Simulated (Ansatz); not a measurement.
The cluster Li7⁺, relaxed as a singlet with RKS PBE/def2-TZVP in Ansatz, starting from the GFN1-xTB geometry. Force threshold 0.02 eV/Å.

The structure comes from a short search, and lower isomers may exist.

Start:

```csv
atom,x (Å),y (Å),z (Å)
Li1,0.691,0.031,-2.474
Li2,-0.417,0.452,2.318
Li3,0.009,-0.087,-0.084
Li4,-2.314,0.686,0.476
Li5,0.579,-1.927,1.517
Li6,2.212,-1.147,-0.510
Li7,-0.761,1.991,-1.243
```

Problem. Estimate the energy that the relaxation releases and the steps that it takes.

Solution. 1.07 eV, in 11 steps; 9.5 s on 4 threads of Arm Neoverse V1 on a shared host. No frequencies were taken in this run, so the end may be a saddle point.

Problem. Does the start keep its bonding?

Solution. By distances, no bond broke or formed, bridged metal pairs apart. The bond that changes most is Li1–Li3, from 2.49 to 3.21 Å (atoms count from 1). Metal–metal contacts that move far: Li1–Li3 2.49 to 3.21 Å, Li3–Li5 2.50 to 3.20 Å, Li3–Li4 2.51 to 3.21 Å. The end is the same structure that another start reached.

Problem. Predict the relaxed structure.

Solution. 
Cartesian coordinates in Å:
```
Li 0.9669 0.0368 -3.0257
Li -0.2274 0.4080 2.0194
Li -0.6794 -0.8453 -0.4097
Li -2.8290 1.2743 0.6750
Li 0.9994 -2.3885 1.8398
Li 2.0451 -0.3468 -0.1902
Li -0.2758 1.8615 -0.9086
```
Bond lengths (bridged metal pairs left out): 9 × Li–Li 2.77 to 3.06 Å.
